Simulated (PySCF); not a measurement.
## Ionisation energy of Ca⁴⁺ by level of theory

Ca⁴⁺ [Ne] 3s2 3p4 (3P) → Ca⁵⁺ [Ne] 3s2 3p3 (4S), as a difference of total energies. Calculation: PySCF 2.14, in an even-tempered Gaussian basis (21 s from 0.054 bohr⁻², ratio 2.5; 14 p from 0.071 bohr⁻², ratio 2.5; 5 d from 1.5 bohr⁻², ratio 2.7; 5 f from 2.3 bohr⁻², ratio 2.7); the spin-free X2C one-electron Hamiltonian (Gaussian nucleus). Correlated levels: outer shells: 1s2 frozen; virtual orbitals above 40 to 60 times the deepest correlated orbital energy dropped. The calculations carry no spin-orbit coupling.

| method | ionisation energy (eV) |
| --- | --- |
| UHF | 82.796 |
| MP2 (outer shells) | 83.617 |
| SCS-MP2 (outer shells) | 83.689 |
| CCSD (outer shells) | 83.671 |
| CCSD(T) (outer shells) | 83.681 |

How much does correlation contribute at CCSD(T) (outer shells)?

83.681 − (82.796) = 0.885 eV, measured against UHF.

The reference lies between the lowest fine-structure levels, while these numbers refer to the centres of the terms.

For comparison: 84.34 ± 0.08 eV (semi-empirical (NIST evaluation); NIST Atomic Spectra Database, ionization energies).
